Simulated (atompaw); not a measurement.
## What one change does to a pseudopotential (Ga (Z = 31), PAW (atompaw))

```
Element                 : gallium (Ga)
Generator               : atompaw 4.2.0.5
Type                    : PAW
Functional              : PBE
Relativity              : scalar-relativistic
Frozen core             : [Ar]
Valence charge          : 13
Reference configuration : 3d10 4s1 4p2
Partial waves           : 4s (bound): rc 2.10 bohr; 4s channel at -0.3 Ry: rc 2.10 bohr; 4p (bound): rc 2.10 bohr; 4p channel at 3.2 Ry: rc 2.10 bohr; 3d (bound): rc 1.25 bohr; 3d channel at 2.15 Ry: rc 1.25 bohr
Local potential         : troulliermartins scheme with l = 3 at 0 Ry, radius 2.00 bohr
Core correction         : smooth core density matched at 1.85 bohr
Augmentation charge     : sinc compensation charge, radius 1.95 bohr; PAW radius 2.10 bohr; waves and projectors: custom rrkj gramschmidtortho
```

Change: all radii scaled by about 0.79 (s 1.66, p 1.66, d 1.00 bohr); local potential troulliermartins scheme with l = 3 at 0 Ry, radius 1.58 bohr; augmentation sinc compensation charge, radius 1.54 bohr; PAW radius 1.66 bohr; waves and projectors: custom rrkj gramschmidtortho; core correction smooth core density matched at 1.46 bohr.

Cutoffs: the cutoffs (Ry, on a coarse ladder) from which the occupation-weighted sum of valence levels, in a spherical-Bessel basis at the reference potential, stays within 10 and 1 mRy of its value at 400 Ry; they do not see the model core or the augmentation charge, which bear on the density cutoff.

Q: What does the change do?

A: The potential gets harder (80 Ry and 140 Ry → 160 Ry and 260 Ry); a bound ghost appears in s, which as a rule spoils a file. A smaller radius makes the pseudo-wave follow the all-electron one further in, where it bends more sharply, so more plane waves are needed.

```tsv
quantity	base	changed
cutoff, loose	80 Ry	160 Ry
cutoff, tight	140 Ry	260 Ry
loose cutoff by channel (10 mRy a level)	s 6 Ry, p 6 Ry, d 55 Ry	s 8 Ry, p 6 Ry, d 100 Ry
bound ghosts	none	s
lowest overlap eigenvalue by channel	s 0.36, p 0.60, d 0.18	s 0.48, p 0.64, d 1.00
```

 A true bound ghost makes a file unfit for plane-wave use even where its test errors are small: the radial tests pick states by their node count and pass the ghost by. The cutoffs see the waves, projectors and local potential, not the compensation charge or the core.
